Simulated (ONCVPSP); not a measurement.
# Si (Z = 14), ONCV: configuration errors across variants

silicon (Si), optimised norm-conserving Vanderbilt (ONCV), made with ONCVPSP 4.0.1 (LDA (Perdew-Wang 92), scalar-relativistic). Core [Ne], reference 3s2 3p2. Waves: 3s: rc 1.45 bohr, ncon 4, nbas 7, qcut 5 1/bohr, 2 projectors, debl 2.2 Ha; 3p: rc 1.70 bohr, ncon 4, nbas 8, qcut 5.4 1/bohr, 2 projectors, debl 3.7 Ha; d scattering state at 0.12 Ha: rc 1.40 bohr, ncon 5, nbas 8, qcut 6.9 1/bohr, 2 projectors, debl 3.1 Ha. Local part: polynomial inside 1.05 bohr (lpopt 5, dvloc0 0 Ha). Core correction: Teter function, fcfact 1.75, rcfact 1.15.

All-electron excitation energies from the reference (eV): (1) 3s2 3p1 7.823; (2) 3s2 3p0 23.930; (3) 3s1 3p0 58.069; (4) 3s1 3p3 6.807.

A true bound ghost makes a file unfit for plane-wave use even where its test errors are small: the radial tests pick states by their node count and pass the ghost by.

Errors AE − PS in meV (a dash: test not solved or not reliable):

| change | (1) | (2) | (3) | (4) | bound ghosts | GHOST(+) flags above zero |
| --- | --- | --- | --- | --- | --- | --- |
| base | +2.2 | +24 | +164 | +2.1 | s | none |
| core correction Teter function, fcfact 1.3, rcfact 1.15 | +2.2 | +25 | +173 | +2.4 | s | none |
| core correction Teter function, fcfact 2.2, rcfact 1.15 | +2.1 | +24 | +155 | +1.8 | s | none |
| core correction Teter function, fcfact 2.6, rcfact 1.15 | +2.1 | +23 | +148 | +1.6 | s | none |
| core correction Teter function, fcfact 3.4, rcfact 1.15 | +2.0 | +22 | +136 | +1.2 | s | none |
| core correction Teter function, fcfact 4, rcfact 1.15 | +1.9 | +21 | +128 | +1.0 | s | none |
| core correction Teter function, fcfact 5.6, rcfact 1.15 | +1.8 | +19 | +109 | +0.4 | s | none |
| core correction Teter function, fcfact 6.2, rcfact 1.15 | +1.8 | +18 | +102 | +0.2 | s | none |
| core correction Teter function, fcfact 7, rcfact 1.15 | +1.7 | +18 | +94 | 0.0 | s | none |
| core correction Teter function, fcfact 7.5, rcfact 1.15 | +1.7 | +17 | +90 | -0.2 | s | none |

(1) Give the same row for: core correction Teter function, fcfact 5, rcfact 1.15.

Results:

(1) +1.9, +20, +115, +0.6; bound ghosts: s; GHOST(+) flags above zero: none.
